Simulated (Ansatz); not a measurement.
H3S, charge +1, singlet, at a GFN2-xTB geometry. Base run: CCSD/cc-pVTZ in Ansatz (an electronic-structure program).

Input for Ansatz:
Ansatz 0.2 input:
```yaml
crystal:
  periodic: [false, false, false]
  atoms:
    - {symbol: S, position_ang: [0.00815214, -0.00667796, 0.11475350]}
    - {symbol: H, position_ang: [-0.52580220, 1.06636048, -0.51777110]}
    - {symbol: H, position_ang: [1.09132467, -0.05802782, -0.69808507]}
    - {symbol: H, position_ang: [-0.69595671, -0.90148537, -0.62019990]}
basis:
  gaussian:
    orbitals: cc-pVTZ
total_charge: 1
magnetization: {spin_polarized: false}
correlation: {method: ccsd}
```

Variants of this job, named by their change:

```json
[
 {"change": "base", "ΔE vs base (mEh)": "0.000", "MP2 correlation (Eh)": "-0.18760", "CC correlation without the perturbative part (Eh)": "-0.21458", "basis functions": "76"},
 {"change": "method = mp2", "ΔE vs base (mEh)": "(withheld)", "MP2 correlation (Eh)": "-0.18760", "CC correlation without the perturbative part (Eh)": "-", "basis functions": "76"},
 {"change": "accuracy = high", "ΔE vs base (mEh)": "0.000", "MP2 correlation (Eh)": "-0.18761", "CC correlation without the perturbative part (Eh)": "-0.21458", "basis functions": "76"},
 {"change": "method = rpa", "ΔE vs base (mEh)": "(withheld)", "MP2 correlation (Eh)": "-", "CC correlation without the perturbative part (Eh)": "-", "basis functions": "76"},
 {"change": "lower_state_search = off", "ΔE vs base (mEh)": "0.000", "MP2 correlation (Eh)": "-0.18760", "CC correlation without the perturbative part (Eh)": "-0.21458", "basis functions": "76"},
 {"change": "method = bccd_t", "ΔE vs base (mEh)": "-7.250", "MP2 correlation (Eh)": "-0.18760", "CC correlation without the perturbative part (Eh)": "-0.21441", "basis functions": "76"},
 {"change": "reference functional = pbe0", "ΔE vs base (mEh)": "(withheld)", "MP2 correlation (Eh)": "-", "CC correlation without the perturbative part (Eh)": "(withheld)", "basis functions": "76"},
 {"change": "diis_vectors = 2", "ΔE vs base (mEh)": "0.000", "MP2 correlation (Eh)": "-0.18760", "CC correlation without the perturbative part (Eh)": "-0.21458", "basis functions": "76"},
 {"change": "method = bccd", "ΔE vs base (mEh)": "0.171", "MP2 correlation (Eh)": "-0.18760", "CC correlation without the perturbative part (Eh)": "-0.21441", "basis functions": "76"},
 {"change": "fitting = cc-pVTZ-JKFIT (mean field), cc-pVTZ-RIFIT (correlation)", "ΔE vs base (mEh)": "-0.182", "MP2 correlation (Eh)": "-0.18752", "CC correlation without the perturbative part (Eh)": "-0.21476", "basis functions": "76"}
]
```

Problem. Complete the blanks.

Solution. 
- method = mp2, ΔE vs base (mEh): 26.973
- method = rpa, ΔE vs base (mEh): -33.403
- reference functional = pbe0, ΔE vs base (mEh): 2.456
- reference functional = pbe0, CC correlation without the perturbative part (Eh): -0.21913
